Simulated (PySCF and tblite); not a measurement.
Results of a calculation; reference values are marked as such.
2 regioisomers of C₇H₃NS₂:

```json
{"isomer": "A", "SMILES": "[N:1]#[C:2][c:3]1[cH:4][s:5][c:6]2[s:7][cH:8][cH:9][c:10]12"}
{"isomer": "B", "SMILES": "[N:1]#[C:2][c:3]1[cH:4][c:5]2[cH:6][cH:7][s:8][c:9]2[s:10]1"}
```

Each isomer is a Boltzmann average at 298.15 K over at most 4 conformers: GFN2-xTB geometries, energies PBE0/def2-SVP (IEF-PCM, water) (D3(BJ) added where defined), GIAO shieldings KT2/pcSseg-1 (IEF-PCM, water), GFN2-xTB thermal terms. Programs: PySCF with density fitting and tblite.

Q: What shifts does each isomer give (ppm)?

A: 
A: ¹H (against TMS): 8.10 (H4, 1H), 7.69 (H9, 1H), 7.54 (H8, 1H). ¹³C (against TMS): 141.9 (C4), 141.9 (C10), 137.8 (C6), 130.2 (C8), 114.7 (C9), 114.2 (C2), 96.5 (C3).

B: ¹H (against TMS): 8.12 (H4, 1H), 7.66 (H6, 1H), 7.57 (H7, 1H). ¹³C (against TMS): 144.4 (C9), 141.8 (C5), 131.0 (C7), 128.7 (C4), 116.8 (C6), 115.2 (C2), 108.3 (C3).

Shifts are unscaled: against experiment ¹³C can be off by 15 ppm or more and ¹H by 0.8 ppm.
